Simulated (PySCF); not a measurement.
An EPR job on `C[C@H]1C[C]1BF` [radical].

Method: UKS B3LYP, pcH-1 on B C F H, non-relativistic, mean-field spin-orbit, GIAO (PySCF 2.14.0). Geometry: GFN2-xTB. The input is one job of a driver script: a line of settings, then coordinates in Å.

Command:
```bash
OMP_NUM_THREADS=1 python probes_run.py task.json out
```

Input:
```
{"job": {"kind": "epr", "basis": "pcH-1"}, "charge": 0, "multiplicity": 2}
C     -1.634293    -0.372856     0.423488
C     -0.239791    -0.761330    -0.019144
C      0.326561    -0.256307    -1.325377
C      0.832314     0.237233    -0.043242
B      1.738288     1.167047     0.695286
F      1.688317     1.188278     2.032381
H     -2.366511    -1.068956     0.017119
H     -1.702426    -0.390165     1.509377
H     -1.874888     0.629957     0.078288
H      0.032471    -1.770500     0.278331
H      0.952074    -0.910558    -1.919384
H     -0.267363     0.417916    -1.931175
H      2.510858     1.890728     0.186324
```

Output:
```
UKS, coarse grid
  cycle   1  E = -281.26562229  |g| = 3.94e-01
  cycle   2  E = -281.20748375  |g| = 6.09e-01
  cycle   3  E = -281.32408843  |g| = 6.73e-02
  cycle   4  E = -281.32567376  |g| = 3.03e-02
  cycle   5  E = -281.32608800  |g| = 5.75e-03
  cycle   6  E = -281.32610890  |g| = 2.53e-03
  cycle   7  E = -281.32611287  |g| = 9.47e-04
UKS, final grid
  cycle   1  E = -281.32614029  |g| = 1.08e-03
  cycle   2  E = -281.32613996  |g| = 1.41e-03
  cycle   3  E = -281.32614085  |g| = 1.09e-04
  cycle   4  E = -281.32614086  |g| = 5.94e-05
  cycle   5  E = -281.32614086  |g| = 2.57e-05
E = -281.32614086 Eh   <S^2> = 0.7528 (exact 0.7500)
g shifts (ppm)      1          2          3
  rmc          -140       -140       -140
  gc             -2         21         30
  oz_so         -21        849       1544
  total        -163        729       1434
hyperfine (MHz)  atom isotope    a_iso     a_fc   dipolar eigenvalues
    0   13C      30.34      30.34     -3.22     -2.99      6.21
    1   13C     -20.23     -20.23     -3.68      0.69      2.99
    2   13C     -22.11     -22.11     -3.75      1.02      2.73
    3   13C      53.08      53.08    -66.07    -61.97    128.05
    4   11B     -16.71     -16.71    -12.46     -5.29     17.75
    5   19F      41.35      41.35    -94.53    -86.25    180.78
    6    1H       6.82       6.82     -2.24     -1.32      3.56
    7    1H      -2.38      -2.38     -2.88     -1.84      4.73
    8    1H      -2.22      -2.22     -4.09     -1.97      6.06
    9    1H      66.78      66.78     -4.07     -3.54      7.60
   10    1H      78.58      78.58     -3.99     -3.59      7.57
   11    1H      73.98      73.98     -4.31     -3.30      7.62
   12    1H     -13.24     -13.24     -7.52     -3.18     10.70
```

rmc, gc and oz_so are the mass-correction, gauge-correction and orbital-Zeeman/spin–orbit parts of the g shift along its three principal axes; a_iso is the isotropic hyperfine coupling and a_fc its Fermi-contact part. The program numbers atoms from 0.

Question: Get g_iso from the total shifts.

Answer: Their mean is 667 ppm; added to g_e = 2.002319 it gives 2.00299.

Question: How far is ⟨S²⟩ from the pure-spin value?

Answer: S = 0.5 gives S(S+1) = 0.75; the run has 0.7528, 0.0028 more.

Summary of the converged run: ⟨S²⟩ 0.753; g_iso 2.0030.

One conformer (not necessarily the lowest) at the GFN2-xTB geometry, without solvent, vibrations or thermal averaging.

Question: Estimate the wall time. Hardware: Arm Neoverse V2, one thread (shared host). And the peak memory of the process?

Answer: About 27 s (density and orbital grids were written too), with 0.87 GiB resident at the peak, the Python interpreter and its libraries included.
Labels such as C1 count atoms from 1, the log's own numbers from 0.
